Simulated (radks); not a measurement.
Values are calculated unless marked as measured or tabulated.
Question: The table gives one normalised radial function P(r) = r R(r) of N4+ in [He] 2s1 (r in bohr). Level of theory: non-relativistic Kohn-Sham, PBEsol, spin-unpolarised, spherical densities, point nucleus; without spin polarisation the odd electron is poorly described (a radial shooting solver on a logarithmic mesh with Libxc functionals).

r	P
0.01181	0.1115
0.013	0.1217
0.01431	0.1327
0.01587	0.1456
0.01747	0.1584
0.01923	0.1722
0.02117	0.1869
0.02349	0.2039
0.02586	0.2207
0.02846	0.2384
0.03158	0.2585
0.03477	0.2780
0.03827	0.2983
0.04246	0.3208
0.04674	0.3421
0.05145	0.3635
0.05709	0.3865
0.06284	0.4072
0.06917	0.4268
0.07676	0.4464
0.08449	0.4621
0.093	0.4749
0.1032	0.4845
0.1136	0.4885
0.125	0.4867
0.1387	0.4772
0.1527	0.4603
0.1681	0.4344
0.1851	0.3985
0.2053	0.3474
0.226	0.2883
0.2488	0.2172
0.2761	0.1267
0.3039	0.0312
0.3345	-0.0747
0.3712	-0.1991
0.4086	-0.3203
0.4497	-0.4443
0.499	-0.5775
0.5493	-0.6947
0.6046	-0.8016
0.6709	-0.9002
0.7385	-0.9701
0.8129	-1.0149
0.902	-1.0309
0.9929	-1.0140
1.093	-0.9670
1.213	-0.8856
1.335	-0.7880
1.469	-0.6764
1.617	-0.5588
1.795	-0.4338
1.976	-0.3278
2.175	-0.2359
2.413	-0.1554
2.656	-0.0994
2.924	-0.0595
3.244	-0.0316
3.571	-0.0162

Which n and l does it have? It may be an empty orbital.

Answer: n = 2, l = 0: the number of nodes gives n - l - 1 = 1, the rise at small r (about r^(l+1)) gives l, and the extent must fit the shell. The curve is that of 2s. 2s: eigenvalue -87.166 eV, 1 radial node at r = 0.313 bohr, <r> = 1.06 bohr, 90 % of the charge inside 1.62 bohr.
